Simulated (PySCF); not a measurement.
# GeS₂, singlet: data card

Method: PySCF, PBE0, basis Ge def2-TZVP, S def2-TZVP (no relativity, density fitting).

The structure is a minimum.

```
Point group                                                                   : D∞h
Bond lengths                                                                  : Ge–S 1.996 Å (×2)
Bond angles                                                                   : S–Ge–S 180.0°
Rotational constants                                                          : 0.0662 cm⁻¹
Rotational symmetry number                                                    : 2
Entropy at 298.15 K and 1 bar                                                 : 268.4 J/(mol K)
Enthalpy at 298.15 K above 0 K                                                : 13.14 kJ/mol
Heat capacity Cp at 298.15 K                                                  : 54.1 J/(mol K)
Principal polarisabilities                                                    : 41.7, 41.7, 113.2 bohr³
Principal quadrupole moments (Buckingham, traceless) about the centre of mass : -3.28, 1.64, 1.64 D Å
Atomisation energy without zero-point energy                                  : 827 kJ/mol
Dipole moment                                                                 : 0.00 D
Highest occupied level                                                        : -7.92 eV
Lowest empty level                                                            : -2.28 eV
Zero-point energy                                                             : 8.6 kJ/mol
```

Harmonic modes (masses in u: Ge 73.921, S 31.972):
```tsv
symmetry	ω (cm⁻¹)	IR (km/mol, summed over degenerate members)
πu	132	10.0
σg+	497	0.0
σu+	673	95.8
```

In D∞h the vibrations span πu + σg+ + σu+. The σg+ mode carries no infrared intensity, as symmetry demands. With a centre of inversion only u modes can be infrared active and only g modes Raman active.

Charges (e):
```csv
atom,Mulliken,Löwdin,polar tensor,Mayer order to Ge1
Ge1,0.56,-0.11,0.89,–
"S2,3",-0.28,0.05,-0.45,2.05
```

Mulliken populations on Ge1: s 7.21, p 13.90, d 10.28, f 0.05.

Outer orbital energies (eV). occupied: -20.87, -20.03, -13.37, -10.34, -9.20, -9.20, -7.92, -7.92; empty: -2.28, -2.09, -2.09, 3.42.

Counting electrons, germanium keeps none of its valence electrons outside its bonds, so the VSEPR class is AX2 and the expected shape is linear (D∞h), as computed.

The final relaxation and frequency run took about 40 core-seconds on a shared host.
